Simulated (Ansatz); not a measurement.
Isolated molecules relaxed with PBE0-D4/def2-TZVP in Ansatz; ΔE leaves out vibrations. CCSD(T)/CBS adds triple-zeta CCSD(T) − MP2 to the extrapolated MP2 energy (def2 sets, frozen cores). This one scheme is used for every species. DFT in def2-TZVPP. B3LYP here is the variant with VWN-RPA as its local correlation; programs differ in this. Each species was taken in one conformer, which may not be the lowest.

Consider the formal hydrolysis of the Si–F bond: `C[Si](C)(F)P` + H₂O → `C[Si](C)(O)P` + H–F.

(1) Is it downhill or uphill in electronic energy at CCSD(T)/CBS, and by how much? (An estimate is asked.)

(2) What do these levels give: LDA (SPW92), r2SCAN-D4, B3LYP-D4, RPA@PBE/def2-TZVPP, MP2/def2-SVP, HF/def2-QZVPP? (Best estimate.)

(3) What do rigid-rotor, harmonic-oscillator terms from PBE0-D4/def2-TZVP frequencies (298.15 K, 1 bar) make of the CCSD(T)/CBS value? (Estimate.)

Largest T1 diagnostic among the species: 0.012.

Results:

(1) The calculation gave: Uphill: ΔE = +50.3 kJ/mol.

(2) The calculation gave: LDA (SPW92) 49.1, r2SCAN-D4 54.3, B3LYP-D4 52.4, RPA@PBE/def2-TZVPP 49.3, MP2/def2-SVP 51.2, HF/def2-QZVPP 59.1 kJ/mol.

(3) Ansatz gave: ΔZPE = -2.6 kJ/mol, ΔH = +48.3 kJ/mol, ΔS = -3 J/(mol·K), ΔG = +49.3 kJ/mol.

Leaving LDA and LC-ωPBE aside and taking each functional with its dispersion term where it has one, the values, not all of them listed here, spread over 8.5 kJ/mol, from revPBE-D4 to B97M-V. LDA lies −4.6 kJ/mol from PBE without D4. The D4 term adds −4.6 kJ/mol with B3LYP and −2.6 kJ/mol with PBE0; it sums over pairs of atoms, weighted by their polarisabilities, and B3LYP, whose exchange is more repulsive, gets the larger term.
